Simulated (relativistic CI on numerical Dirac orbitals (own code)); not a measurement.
# Hyperfine structure of Te⁴⁰⁺, mass number 123

Calculated at this level of theory: Dirac-Coulomb-Breit CI, orbitals from a KLI potential per configuration, a model potential for QED, unscaled Slater integrals (own radial code, finite nucleus).

CI space (outside the closed core [Ne]): 3s2, 3s.3p, 3p2, 3s.3d, 3d2, 3p.3d, 3p.4s, 3d.4s, 3s.4s, 3s.4p, 3s.4d, 3s.4f, 3s.5s, 3s.5p, 3s.5d, 3s.5f. Levels of other configurations are missing.

Nuclear spin I = 1/2, μ = -0.7358 μN (tables of Stone and Pyykkö). The electronic factors are computed for point nuclear moments, without core polarisation or the Bohr-Weisskopf and QED corrections.

| Level | E (eV) | A (GHz) |
| --- | --- | --- |
| 3s.3p 3P°_1 | 90.087 | -1221 |
| 3s.3p 3P°_2 | 152.703 | -563 |
| 3s.3p 1P°_1 | 178.541 | 306.3 |
| 3p2 1D_2 | 259.031 | -223.9 |
| 3p2 3P_1 | 259.967 | 34.75 |
| 3s.3d 3D_1 | 291.107 | 429.4 |
| 3s.3d 3D_2 | 295.075 | -390.6 |
| 3s.3d 3D_3 | 306.647 | -344.5 |

Levels with J = 0, under 50 % of one LS term, or S terms without an open s electron are left out. Small factors come from cancelling terms and can be off by tens of per cent or more.

At this charge energies of transitions that change n are usually good to better than 1 %, and those within a shell (Δn = 0) to a few per cent.

Q: Give the hyperfine levels of 3s.3p 3P°_1 relative to its centre of gravity.

A: With K = F(F + 1) − I(I + 1) − J(J + 1), E = AK/2: F = 1/2: 1221, F = 3/2: -610.7 GHz.

LS names give the leading component of a level, which can be under half, so a name can repeat, a term be missing and a line seem to break the LS rules.
